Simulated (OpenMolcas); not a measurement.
Re5+ among 8 point charges of -1.2 e arranged as a cube (Oh).

| Quantity | Value |
| --- | --- |
| Program | OpenMolcas 26.06 |
| Method | CASSCF |
| Basis | ANO-RCC-VTZP [8s7p5d3f2g1h] |
| Scalar Hamiltonian | DKH2, point nucleus |
| Active space | 2 electrons in 5 orbitals (5d) |
| State averaging | 2S+1 = 3 even, 10 roots; 2S+1 = 1 even, 15 roots |
| Spin-orbit coupling | RASSI with atomic mean-field integrals over the reference wave functions |

All point charges move together. At R = 1.8 Å |10Dq| is 10092 cm-1, and at R = 2 Å it is 5985 cm-1.

**Question.** A third run gives 7931 cm-1. What distance was it run at?

**Answer.** With a power law R^-n the two known points give n = -ln(5985 / 10092) / ln(2 / 1.8) = 4.96. Then R = 1.8 × (10092 / 7931)^(1/4.96) = 1.890 Å. The run was at 1.89 Å, so the estimate is off by 0 Å.

Without dynamic correlation the repulsion within the d shell is too large (B by tens of per cent), so at a given field states of lower spin stand too high. Spin-orbit coupling mixes the spin-free states strongly: the lowest level takes only 65 % from its leading state, 3A2 (figures for R = 1.89; the like holds for R = 2). This is an electrostatic model: the charges have no orbitals. No measured value stands beside these numbers.
